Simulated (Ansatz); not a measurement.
Sn(vinyl)2(NHiPr)2 (C₁₀H₂₂N₂Sn), 35 atoms. Hardware: 4 threads of Arm Neoverse V2 on a shared host.

In the def2 sets Sn takes a core potential; there is no spin–orbit coupling. Correlated methods freeze 16 core orbitals; core or outer-core shells of Sn are correlated, in sets that lack core-valence functions.

(1) How many basis functions does each of these Ansatz runs have, and roughly what does it cost? PBE0-D4/def2-SVP, charge 1 doublet at the geometry of the charge 0 singlet, energy; MP2/def2-SVP, charge 0 singlet, energy, from earlier orbitals; r2SCAN-D4/def2-SVP, charge 0 singlet, relaxation, 16 steps; PBE0-D4/def2-SVP, charge 0 triplet at the geometry of the charge 0 singlet, energy; HF/STO-3G, charge 0 singlet, energy; PBE-D4/def2-TZVP, charge 0 singlet, energy and forces, from earlier orbitals; r2SCAN-D4/def2-TZVP, charge 0 singlet, energy, from earlier orbitals; PBE0-D4/def2-SVP, charge 0 singlet, energy, from earlier orbitals; PBE-D4/def2-SVP, charge 0 triplet at the geometry of the charge 0 singlet, energy, from earlier orbitals; r2SCAN-D4/def2-SVP, charge 0 triplet at the geometry of the charge 0 singlet, energy, from earlier orbitals; PBE-D4/def2-SVP, charge 0 singlet, energy, from earlier orbitals; RPA@PBE/def2-SVP, charge 0 singlet, energy, from earlier orbitals.

Answers

(1) Other jobs shared the machine, so times can vary by a factor of up to 3. A dash marks memory too small to be measured apart from the calling script's.

```
                                                                                                        run  functions  fitting or Cholesky vectors  wall time  peak host memory (GiB)
                                                                        HF/STO-3G, charge 0 singlet, energy        109                         1543      1.7 s                       –
                                           PBE-D4/def2-SVP, charge 0 singlet, energy, from earlier orbitals        304                         3491      6.5 s                    0.68
                                          PBE0-D4/def2-SVP, charge 0 singlet, energy, from earlier orbitals        304                         3554       13 s                     2.2
                               PBE-D4/def2-TZVP, charge 0 singlet, energy and forces, from earlier orbitals        554                         3466       16 s                     1.8
                                              MP2/def2-SVP, charge 0 singlet, energy, from earlier orbitals        304                         3237       16 s                     1.4
   PBE-D4/def2-SVP, charge 0 triplet at the geometry of the charge 0 singlet, energy, from earlier orbitals        304                         3491       18 s                    0.82
                         PBE0-D4/def2-SVP, charge 1 doublet at the geometry of the charge 0 singlet, energy        304                         3237       23 s                     2.1
                                       r2SCAN-D4/def2-TZVP, charge 0 singlet, energy, from earlier orbitals        554                         3466       23 s                     1.9
                                          RPA@PBE/def2-SVP, charge 0 singlet, energy, from earlier orbitals        304                         3237       25 s                     1.6
                         PBE0-D4/def2-SVP, charge 0 triplet at the geometry of the charge 0 singlet, energy        304                         3237       27 s                     2.1
r2SCAN-D4/def2-SVP, charge 0 triplet at the geometry of the charge 0 singlet, energy, from earlier orbitals        304                         3491       33 s                    0.99
                                                 r2SCAN-D4/def2-SVP, charge 0 singlet, relaxation, 16 steps        304                         3491    2.3 min                    0.71
```
